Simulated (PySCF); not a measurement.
Nb: interval between two levels

Nb [Kr] 4d4 5s1 [6D9/2, M_J = 9/2] → Nb [Kr] 4d3 5s2 [4F9/2, M_J = 9/2], as a difference of total energies. Computed with PySCF 2.14 in x2c-TZVPall-2c, with the two-component X2C-1e Hamiltonian. Correlated levels: [Ar] 3d10 frozen; the 6 highest virtual spinors dropped. "Screened" scales the spin-orbit matrix elements by Boettger's factors to mimic the two-electron term; Breit and QED terms are absent.

| method | interval between two levels (cm⁻¹) | error (cm⁻¹) |
| --- | --- | --- |
| GHF (spin-free) | 6429.9 | +4675 |
| GMP2 (spin-free) | 3001.5 | +1246 |
| GHF (screened spin-orbit) | 6738.8 | +4984 |
| GMP2 (screened spin-orbit) | 3332.5 | +1577 |

Reference: 1755.1 cm⁻¹ (measured; NIST Handbook of Basic Atomic Spectroscopic Data (Sansonetti and Martin, J. Phys. Chem. Ref. Data 34, 1559 (2005))).

The spin-free rows relax to the high-spin LS determinant and lack the spin-orbit shift.

Errors of the correlated levels include the incompleteness of this basis and the frozen core.

The labels give the starting determinants; with spin-orbit coupling the two ends relaxed to ⟨J²⟩ = 24.76, ⟨L²⟩ = 6.03, ⟨S²⟩ = 8.75 and ⟨J²⟩ = 24.80, ⟨L²⟩ = 12.05, ⟨S²⟩ = 3.78.
